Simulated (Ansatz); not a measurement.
The multiplicity is imposed and other spin states were not computed.

Cartesian coordinates (Å):
```xyz
6

Ag     0.0146    -0.0380     0.0377
O     -0.6925     1.4524    -1.3871
H     -0.8246     1.1493    -2.2968
H     -0.1707     2.2648    -1.4545
C      0.6775    -1.3954     1.3208
N      1.0733    -2.1968     2.0750
```
Charge 0, spin multiplicity 1.

The numbers are results of frozen-core CCSD(T)/def2-TZVPP // r2SCAN-D4/def2-SVP (Ansatz, a program for electronic structure), not measurements.

```
Property                       Result
----------------------  -------------
HF energy               -314.53622 Ha
MP2 correlation energy    -1.28571 Ha
```

**Question.** Estimate the CCSD correlation energy, the (T) correction, the total energy and the T1 diagnostic.

**Answer.** 
```
Quantity                         Value
-----------------------  -------------
CCSD correlation energy    -1.25016 Ha
(T) correction             -0.04902 Ha
CCSD(T) total energy     -315.83539 Ha
T1 diagnostic                    0.016
```
